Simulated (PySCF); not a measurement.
Molfile (atoms numbered from 1):
```
C8H9FO2
     RDKit          3D

 20 21  0  0  0  0  0  0  0  0999 V2000
    2.6390   -1.3870    0.0910 O   0  0  0  0  0  0  0  0  0  0  0  0
    2.7378   -0.4245   -0.6107 C   0  0  0  0  0  0  0  0  0  0  0  0
    1.8065    0.4591   -0.9139 O   0  0  0  0  0  0  0  0  0  0  0  0
    0.5014    0.3193   -0.3701 C   0  0  1  0  0  0  0  0  0  0  0  0
   -0.3731    1.5116   -0.6876 C   0  0  0  0  0  0  0  0  0  0  0  0
   -1.3685    1.4530    0.1863 C   0  0  0  0  0  0  0  0  0  0  0  0
   -2.4474    2.2376    0.2595 F   0  0  0  0  0  0  0  0  0  0  0  0
   -1.1874    0.2543    1.0773 C   0  0  1  0  0  0  0  0  0  0  0  0
   -1.4562   -0.9754    0.1732 C   0  0  0  0  0  0  0  0  0  0  0  0
   -0.2901   -0.9343   -0.8300 C   0  0  0  0  0  0  0  0  0  0  0  0
    0.3432    0.2248    1.1574 C   0  0  0  0  0  0  0  0  0  0  0  0
    3.6689   -0.1309   -1.1271 H   0  0  0  0  0  0  0  0  0  0  0  0
   -0.2089    2.1845   -1.5044 H   0  0  0  0  0  0  0  0  0  0  0  0
   -1.7461    0.2670    2.0086 H   0  0  0  0  0  0  0  0  0  0  0  0
   -1.4314   -1.8857    0.7695 H   0  0  0  0  0  0  0  0  0  0  0  0
   -2.4272   -0.9070   -0.3147 H   0  0  0  0  0  0  0  0  0  0  0  0
    0.3424   -1.8166   -0.7495 H   0  0  0  0  0  0  0  0  0  0  0  0
   -0.6198   -0.8297   -1.8626 H   0  0  0  0  0  0  0  0  0  0  0  0
    0.7452   -0.6955    1.5736 H   0  0  0  0  0  0  0  0  0  0  0  0
    0.7666    1.0862    1.6714 H   0  0  0  0  0  0  0  0  0  0  0  0
  1  2  2  0
  2  3  1  0
  4  3  1  1
  4  5  1  0
  5  6  2  0
  6  7  1  0
  6  8  1  0
  8  9  1  0
  9 10  1  0
  8 11  1  0
 10  4  1  0
 11  4  1  0
  2 12  1  0
  5 13  1  0
  8 14  1  1
  9 15  1  0
  9 16  1  0
 10 17  1  0
 10 18  1  0
 11 19  1  0
 11 20  1  0
M  END
```

One conformer, non-relativistic, isolated molecule. Structure optimised with GFN2-xTB; shieldings: GIAO PBE0/pcSseg-1; PySCF 2.14.0 with density-fitted response routines.

Shifts are taken against calculated references (same method and geometry level): TMS for 13C (186.93 ppm), 1H (31.72 ppm); H2O for 17O (336.08 ppm); CFCl3 for 19F (170.95 ppm).

| atoms | nucleus | count | δ (ppm) |
| --- | --- | --- | --- |
| C5 | 13C | 1 | ? |
| H17 | 1H | 1 | 3.12 |
| F7 | 19F | 1 | -121.1 |
| C10 | 13C | 1 | 30.1 |
| H19 | 1H | 1 | ? |
| H12 | 1H | 1 | ? |
| O1 | 17O | 1 | 453.1 |
| H16 | 1H | 1 | 1.58 |
| H18 | 1H | 1 | 1.38 |
| H20 | 1H | 1 | 1.67 |
| H13 | 1H | 1 | 5.47 |
| C8 | 13C | 1 | 44.0 |
| C4 | 13C | 1 | 91.7 |
| C2 | 13C | 1 | 165.3 |
| C6 | 13C | 1 | ? |
| C9 | 13C | 1 | 29.6 |
| C11 | 13C | 1 | 56.0 |
| H15 | 1H | 1 | ? |
| O3 | 17O | 1 | ? |
| H14 | 1H | 1 | 2.59 |

Estimate the values marked ?.

Answers


- C6: 180.0 ppm, fully substituted alkene carbon
- C5: 114.8 ppm, alkene CH; the olefinic region
- H12: 8.12 ppm, hydrogen on an ester carbonyl carbon
- H19: 2.74 ppm, hydrogen on an sp3 CH2 in a ring
- H15: 2.14 ppm, hydrogen on an sp3 CH2 in a ring
- O3: 223.8 ppm, ester alkoxy oxygen

Shifts are as computed. Against solution values, carbons near 30 ppm lie about +3 ppm off and those near 130 ppm about +5 ppm. Of 1211 compounds with measured shifts, 218 miss one by over three times the rms of a fit or turn the order of signals round; such compounds aren't used in these exercises. Unscaled 19F shifts against computed CFCl3 carry errors that often reach 10 to 50 ppm. Unscaled 17O shifts of doubly bonded oxygen tend to come out too high, by tens of ppm or more. Experimental scales use liquid or dissolved standards, which lie at an offset from isolated H2O (liquid H2O: subtract about 36 ppm).
